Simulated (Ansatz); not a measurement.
`[GaH2][I]` + `BO` → `B[O][GaH2]` + HI at 700 K and 1 bar (ligand exchange at a Ga–I bond).

Computed with Ansatz on PBE0-D4/def2-TZVP structures; ΔE is electronic, products minus reactants. CCSD(T)/CBS adds triple-zeta CCSD(T) − MP2 to the extrapolated MP2 energy (def2 sets, frozen cores). This one scheme is used for every species. def2 core potentials past Kr. For Ga, I outer-core shells are correlated without core-valence functions, which leaves a few kJ/mol of doubt a bond. Scalar relativity is left out up to krypton.

| species | CCSD(T)/CBS energy (Eh) | H − E (kJ/mol) | S (J/(mol·K)) |
| --- | --- | --- | --- |
| `[GaH2][I]` | -2222.61527 | 73.7 | 336.2 |
| `BO` | -101.80414 | 126.4 | 277.4 |
| `B[O][GaH2]` | -2026.35181 | 156.8 | 397.0 |
| HI | -298.03592 | 34.6 | 231.7 |

H − E and S are ideal-gas, rigid-rotor, harmonic terms from PBE0-D4/def2-TZVP. 1 Eh = 2625.50 kJ/mol, R = 8.31446 J/(mol·K).

Problem. By hand: ΔE, ΔH, ΔS and ΔG.

Solution. ΔE = (-2026.35181) + (-298.03592) − (-2222.61527) − (-101.80414) = 0.03168 Eh = 83.2 kJ/mol. Δ(H − E) = 156.8 + 34.6 − 73.7 − 126.4 = -8.7, so ΔH = 74.5 kJ/mol. ΔS = 397.0 + 231.7 − 336.2 − 277.4 = 15.1 J/(mol·K). ΔG = 74.5 − 700 × (15.1)/1000 = 63.9 kJ/mol.

Problem. By hand: the equilibrium constant, and the temperature at which ΔG would vanish if ΔH and ΔS stayed fixed.

Solution. log₁₀ K = −ΔG/(RT ln 10) = -4.8. ΔG = 0 at ΔH/ΔS = 4934 K, far beyond where these terms or the molecules hold.

ΔH outweighs TΔS. A doubt of 5 kJ/mol in ΔE shifts log₁₀ K by 0.4 here. These are equilibria of isolated gas molecules and say nothing of rates. Largest T1 diagnostic: 0.016 (customary marks: 0.02 for closed shells, 0.045 for open ones).
